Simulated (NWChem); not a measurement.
# BBr2F; SMILES FB(Br)Br

Program: NWChem. Coordinates come from a PBE0/def2-SVP optimisation. B3LYP is NWChem's, with the RPA form of VWN correlation. Ions are spin-unrestricted doublets at the neutral geometry; other ion states weren't tried.

For level B3LYP/def2-SVP:

```
Property                               Value
-------------------------------------  -----
vertical ionisation energy, ΔSCF (eV)  10.74
−ε(HOMO) (eV)                           8.16
```

Problem. Estimate the same quantities for level PBE/def2-SVP.

Solution. The vertical ionisation energy, ΔSCF (eV) is 10.42 and the −ε(HOMO) (eV) comes out as 7.13.
